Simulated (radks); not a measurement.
The numbers below are computed, except where a source is named.
Mean orbital radii <r> (bohr) of the krypton ion Kr16+, [Ar] 3d2, at several levels of relativity; Dirac values are averaged over j with weights 2j + 1. Spin-unpolarised spherical Kohn-Sham, PBE, point nucleus unless stated (finite: rms radius 4.1884 fm), a radial shooting solver on a logarithmic mesh with Libxc functionals. A level marked "c x" has the speed of light scaled by that factor and shares open shells by 2j + 1; other Dirac levels either fill j = l - 1/2 first or share by 2j + 1.

| shell | non-rel. | scalar-rel., finite nucleus | Dirac, 2j+1 shares | Dirac, low j first | change of magnitude, last against first (%) |
|---|---|---|---|---|---|
| 1s | 0.04246 | 0.04150 | 0.04149 | 0.04149 | -2.28 |
| 2s | 0.1869 | 0.1827 | 0.1824 | 0.1824 | -2.39 |
| 2p | 0.1611 | 0.1593 | 0.1592 | 0.1592 | -1.14 |
| 3s | 0.4918 | 0.4834 | 0.4832 | 0.4832 | -1.75 |
| 3p | 0.4818 | 0.4782 | 0.4780 | 0.4781 | -0.78 |
| 3d | 0.4418 | 0.4420 | 0.4420 | 0.4421 | +0.06 |
